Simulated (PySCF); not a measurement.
How well do the runs reproduce experiment for C4H5F3O2?

**What was measured.**

From Travnikova et al., J. Phys. Chem. A 2019, 123, 7619 (energy-dependent relative cross sections in carbon 1s photoionization; hal-02303739), for the gas: C 1s binding energy of C1 291.47 eV; C 1s binding energy of C2 293.14 eV; C 1s binding energy of C4 295.79 eV; C 1s binding energy of C6 298.89 eV.

The runs below try to reproduce these values; the comparison stands at the end.

Compound: C4H5F3O2.
Numbering: `[CH3:1][CH2:2][O:3][C:4](=[O:5])[C:6]([F:7])([F:8])[F:9]` (hydrogens: H10, H11, H12 on C1; H13, H14 on C2)

Structure used (PBE0-D3(BJ)/def2-SVP), in Å, numbered top down from 1:
```
atom  x, y, z in Å
C1    -1.9757   -0.5491    0.6422
C2    -1.2321    0.6916    0.2085
O3     0.1484    0.6389    0.5992
C4     0.9632   -0.0476   -0.1791
O5     0.6843   -0.6254   -1.1886
C6     2.3903    0.0005    0.3967
F7     3.2010   -0.7415   -0.3347
F8     2.8429    1.2516    0.4028
F9     2.4034   -0.4553    1.6465
H10   -3.0440   -0.4440    0.4017
H11   -1.8800   -0.7053    1.7266
H12   -1.5948   -1.4371    0.1182
H13   -1.2818    0.8269   -0.8821
H14   -1.6210    1.5927    0.7005
```

The PySCF runs (gas phase, on this PBE0-D3(BJ)/def2-SVP geometry; non-relativistic but for the core-level run):

```csv
level,job,basis functions,wall time
"delta-SCF UKS SCAN, pcX-2 on the ionised atom, pcseg-1 elsewhere, spin-free X2C","ΔSCF core ionisation, 7 holes",182,74 s
```

Hardware: one thread of an x86-64 server, shared host.

## Comparison

**Core binding energies.** Delta-SCF UKS SCAN, pcX-2 on the ionised atom, pcseg-1 elsewhere, spin-free X2C (PySCF 2.14.0).

| level and atom | computed (eV) | measured (eV) | computed − measured (eV) |
| --- | --- | --- | --- |
| C 1s, C1 | 291.38 | 291.47 | -0.09 |
| C 1s, C2 | 293.11 | 293.14 | -0.03 |
| C 1s, C4 | 295.55 | 295.79 | -0.24 |
| C 1s, C6 | 298.75 | 298.89 | -0.14 |

Sources, in the order of the opening: Travnikova et al., J. Phys. Chem. A 2019, 123, 7619 (energy-dependent relative cross sections in carbon 1s photoionization; hal-02303739). Against the first value of each row the mean signed difference is -0.12 eV and the largest in size -0.24 eV. The computed values are vertical, without vibrational structure; measured positions hang on the energy calibration. 

The geometry is computed, not the measured one. Where a level misses, the cause wasn't examined.
